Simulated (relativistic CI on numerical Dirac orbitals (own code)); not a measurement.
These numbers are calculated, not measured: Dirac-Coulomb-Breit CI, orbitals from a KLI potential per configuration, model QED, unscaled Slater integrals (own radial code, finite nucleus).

Configuration list (outside the closed core [Ne]): 3s²3p³, 3s3p⁴, 3s²3p²3d, 3p⁵, 3s3p³3d, 3p⁴3d, 3s3p²3d², 3s²3p²4s, 3s²3p3d4p, 3p⁴4s, 3s²3p²4p, 3p⁴4p, 3s3p²3d4s, 3s²3p²4d, 3s3p³4s, 3s²3p²4f, 3s3p³4p, 3p³3d4p, 3s3p³4d, 3s²3p²5s, 3s3p³4f, 3s²3p²5p, 3s²3p4s4p, 3s²3p²5d, 3s²3p²5f, 3s²3p²5g, 3s3p²4s², 3s3p³5s, 3s²3p²6s, 3s²3p3d², 3s²3d³, 3s3p3d³, 3s²3d²4s, 3s²3d²4p, 3s²3d²4d, 3p³3d², 3p²3d³, 3p²3d²4s, 3p²3d²4p, 3p²3d²4d, 3s²3p3d4s, 3s3p3d²4s, 3s²3d4s², 3s²3d4s4p, 3s²3d4s4d, 3s3p²3d4p, 3s3p3d²4p, 3s3p3d4s4p, 3s3p3d4p², 3s3p3d4p4d, 3p³3d4s, 3p²3d4s², 3p²3d4s4p, 3p²3d4s4d, 3s²3p4s², 3s3p3d4s², 3s²4s²4p, 3s²4s²4d, 3s²3p4p², 3s²3d4p², 3s²4s4p², 3s²4p³, 3s²4p²4d. Double excitations out of closed p, d and f shells are left out; levels of such configurations are missing from the list, as are those of other unlisted configurations, and high levels can miss mixing partners. These lack a partner that the ground configuration has and come out too high: 3s²3p²4f, 3s3p³4d, 3s²3p²5s, 3s3p³4f, 3s²3p²5p.

At this charge energies of transitions that change n are usually good to better than 1 %, and those within a shell (Δn = 0) to a few per cent.

Outline of the computed level scheme of Ni XIV. Lowest level of each configuration: 3s²3p³ ⁴S°3/2 at 0.0000 eV; 3s3p⁴ ⁴P5/2 at 39.1533 eV; 3s²3p²3d ²P3/2 at 56.0466 eV; 3s3p³3d ⁶D°1/2 at 89.2634 eV.

Some strong electric-dipole decays among the lowest 45 levels: 3s²3p²3d ²F7/2 → 3s²3p³ ²D°5/2 (1.3e+11 s⁻¹); 3s²3p²3d ²F5/2 → 3s²3p³ ²D°3/2 (1.2e+11 s⁻¹); 3s²3p²3d ²D5/2 → 3s²3p³ ²P°3/2 (1.1e+11 s⁻¹); 3s²3p²3d ⁴P3/2 → 3s²3p³ ⁴S°3/2 (1.0e+11 s⁻¹); 3s²3p²3d ⁴P5/2 → 3s²3p³ ⁴S°3/2 (1.0e+11 s⁻¹); 3s²3p²3d ²D3/2 → 3s²3p³ ²P°1/2 (8.4e+10 s⁻¹); 3s²3p²3d ²P1/2 → 3s²3p³ ²P°1/2 (7.9e+10 s⁻¹); 3s²3p²3d ²S1/2 → 3s²3p³ ²P°3/2 (7.5e+10 s⁻¹).

LS names give the leading component of a level, which can be under half, so a name can repeat, a term be missing and a line seem to break the LS rules.
